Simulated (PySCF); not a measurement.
## Basis-set dependence of population analyses: `COB(OC)OC`

Compound: C₃H₉BO₃.
SMILES with atom numbers: `[CH3:1][O:2][B:3]([O:4][CH3:5])[O:6][CH3:7]` (hydrogens: H8, H9, H10 on C1; H11, H12, H13 on C5; H14, H15, H16 on C7)

PBE0 throughout (PySCF), one geometry, spherical d and f functions. One conformer (not necessarily the lowest) at the PBE0-D3(BJ)/def2-SVP geometry, without solvent, vibrations or thermal averaging. Atoms taken as equivalent share a column and are averaged.

Mulliken charges (e):

```csv
basis,functions,C1/C5/C7,O2/O4/O6,B3,H8 (×9)
STO-3G,44,-0.124,-0.274,+0.426,+0.085
pcSseg-0,81,-0.303,-0.718,+1.067,+0.222
6-31G,81,-0.221,-0.583,+0.847,+0.174
6-31G*,116,-0.271,-0.465,+0.650,+0.173
cc-pVDZ,143,+0.082,-0.227,+0.047,+0.043
def2-SVP,143,+0.140,-0.302,+0.122,+0.040
pcSseg-1,164,-0.013,-0.528,+0.648,+0.108
aug-cc-pVDZ,242,+0.998,-0.530,+0.536,-0.215
"6-311+G(2d,p)",243,-0.344,-0.778,+1.951,+0.157
def2-TZVP,271,-0.203,-0.287,+0.357,+0.124
```

IAO charges (e):

```
        basis  functions  C1/C5/C7  O2/O4/O6      B3  H8 (×9)
       STO-3G         44    -0.251    -0.273  +0.394   +0.131
     pcSseg-0         81    -0.209    -0.399  +0.535   +0.143
        6-31G         81    -0.230    -0.407  +0.561   +0.150
       6-31G*        116    -0.191    -0.425  +0.615   +0.137
      cc-pVDZ        143    -0.189    -0.419  +0.596   +0.136
     def2-SVP        143    -0.180    -0.417  +0.589   +0.133
     pcSseg-1        164    -0.188    -0.427  +0.602   +0.138
  aug-cc-pVDZ        242    -0.198    -0.430  +0.609   +0.142
6-311+G(2d,p)        243    -0.200    -0.434  +0.617   +0.143
    def2-TZVP        271    -0.197    -0.435  +0.624   +0.141
```

Some averages cover members that differ in this geometry, most widely: H8 (×9), Mulliken in aug-cc-pVDZ -0.329 to -0.158 e.

Problem. Which scheme is steadiest as the basis changes?

Solution. Largest range over the bases for any column: IAO 0.23 e, Mulliken 1.90 e. IAO charges move least and Mulliken charges most, counted in e. Without the minimal STO-3G basis the ranges are IAO 0.09, Mulliken 1.90 e.

Problem. How much do the charges still move between the two largest bases, 6-311+G(2d,p) and def2-TZVP?

Solution. At most, over all atoms: Mulliken 1.594 e, IAO 0.007 e.

Problem. What do the same runs give for the total energy, the frontier levels and the dipole moment?

Solution. 
```
        basis  energy (Eh)  HOMO (eV)  LUMO (eV)  μ (D)
       STO-3G    -365.1689      -4.60       6.01   0.04
     pcSseg-0    -369.1025      -7.93       2.32   0.06
        6-31G    -369.8305      -7.87       2.36   0.07
       6-31G*    -369.9502      -7.83       2.59   0.05
      cc-pVDZ    -369.9757      -7.88       2.19   0.05
     def2-SVP    -369.6879      -7.98       1.96   0.05
     pcSseg-1    -369.9235      -8.08       1.70   0.05
  aug-cc-pVDZ    -370.0020      -8.13      -0.02   0.04
6-311+G(2d,p)    -370.0740      -8.16       0.23   0.05
    def2-TZVP    -370.1066      -8.13       1.02   0.05
```
